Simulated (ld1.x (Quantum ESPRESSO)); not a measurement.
## Which change was made? (H, PAW)

```
Element                 : hydrogen (H)
Generator               : ld1.x (Quantum ESPRESSO) 7.5
Type                    : PAW
Functional              : PBE
Relativity              : scalar-relativistic
Frozen core             : none
Valence charge          : 1
Reference configuration : 1s1
Partial waves           : 1s (bound): rcut 0.90, rcutus 1.20 bohr; 1s channel at 0.65 Ry: rcut 0.90, rcutus 1.20 bohr
Local potential         : all-electron potential smoothed inside 1.05 bohr (lloc = -1)
Core correction         : none
Augmentation charge     : GAUSS, radius 0.80 bohr
```

Cutoffs, loose and tight: the cutoffs (Ry, on a coarse ladder) from which the occupation-weighted sum of valence levels, in a spherical-Bessel basis at the reference potential, stays within 10 and 1 mRy of its value at 400 Ry. They do not see the model core or the augmentation charge, which bear on the density cutoff. Test errors are all-electron minus pseudo excitation energies from the reference, over the configurations 1s0.5; variants that change the core or the reference have their own tests.

The base gives: outcome: generated; cutoff, loose: 15 Ry; cutoff, tight: 30 Ry; bound ghosts: none.

**Question.** After one change the result is: outcome: generated; cutoff, loose: 18 Ry; cutoff, tight: 35 Ry; bound ghosts: none. Which change was it?
A. waves 1s (bound): rcut 0.90, rcutus 1.70 bohr; 1s channel at 0.65 Ry: rcut 0.90, rcutus 1.70 bohr
B. waves 1s (bound): rcut 0.90, rcutus 1.04 bohr; 1s channel at 0.65 Ry: rcut 0.90, rcutus 1.04 bohr
C. waves 1s (bound): rcut 0.90, rcutus 1.42 bohr; 1s channel at 0.65 Ry: rcut 0.90, rcutus 1.42 bohr

**Answer.** B. The others give: waves 1s (bound): rcut 0.90, rcutus 1.70 bohr; 1s channel at 0.65 Ry: rcut 0.90, rcutus 1.70 bohr → outcome: generated; cutoff, loose: 10 Ry; cutoff, tight: 15 Ry; bound ghosts: none | waves 1s (bound): rcut 0.90, rcutus 1.42 bohr; 1s channel at 0.65 Ry: rcut 0.90, rcutus 1.42 bohr → outcome: generated; cutoff, loose: 12 Ry; cutoff, tight: 18 Ry; bound ghosts: none.
